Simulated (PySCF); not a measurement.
PySCF input file for Ge(Cl)3(OSiH3) (Cl3GeH3OSi), SMILES [SiH3][O][Ge]([Cl])([Cl])[Cl], C-PCM-ωB97X/def2-SVP. The structure is a stationary point at PBE0-D3(BJ)/def2-SVP. One conformer was computed; it need not be the lowest.

```python
import numpy as np
from pyscf import gto, scf, dft
from pyscf.solvent import pcm

mol = gto.M(
    atom='''
    Si   -2.69455630    0.34834119   -0.80702760
    O    -1.27814832    0.74680219    0.00414630
    Ge    0.29899836    0.03917995    0.14139162
    Cl    0.37401306   -1.73644365   -1.04145481
    Cl    1.75237026    1.42261584   -0.55451102
    Cl    0.67953979   -0.44176114    2.17484115
    H    -3.18988915   -0.98162483   -0.34938869
    H    -2.44941152    0.31146467   -2.27738515
    H    -3.68036454    1.41021983   -0.47342272
    ''',
    basis='def2-SVP',
    charge=0,
    spin=0,
    max_memory=1600,
    verbose=3,
)
mf = dft.RKS(mol, xc='wb97x').density_fit(auxbasis='def2-universal-jkfit')
mf.grids.level = 3
mf.conv_tol = 1e-9
mf.max_cycle = 100
mf.kernel()
res = {}
for name, eps in {'water': 78.355, 'benzene': 2.2706, 'ethylethanoate': 5.9867}.items():
    s = mf.PCM()
    s.with_solvent.method, s.with_solvent.eps, s.with_solvent.lebedev_order = 'C-PCM', eps, 17
    s.kernel(mf.make_rdm1())
    res[name] = (s.e_tot, eps, s.dip_moment(), s.mo_energy, s.converged)
    print(f'{name}: electrostatic solvation free energy {(s.e_tot - mf.e_tot) * 627.509474:.3f} kcal/mol')
```

It prints:

```
converged SCF energy = -3823.48586509491

WARN: PCM is an experimental feature. It is still in testing.
Features and APIs may be changed in the future.

converged SCF energy = -3823.48797297211
Dipole moment(X, Y, Z, Debye): -1.30818, -0.19232, -0.62974
water: electrostatic solvation free energy -1.323 kcal/mol

WARN: PCM is an experimental feature. It is still in testing.
Features and APIs may be changed in the future.

converged SCF energy = -3823.48703193782
Dipole moment(X, Y, Z, Debye): -1.21105, -0.15682, -0.57018
benzene: electrostatic solvation free energy -0.732 kcal/mol

WARN: PCM is an experimental feature. It is still in testing.
Features and APIs may be changed in the future.

converged SCF energy = -3823.48762801649
Dipole moment(X, Y, Z, Debye): -1.27158, -0.17830, -0.60690
ethylethanoate: electrostatic solvation free energy -1.106 kcal/mol
```

The run converged.

Cost: around 110 core-seconds (rough).
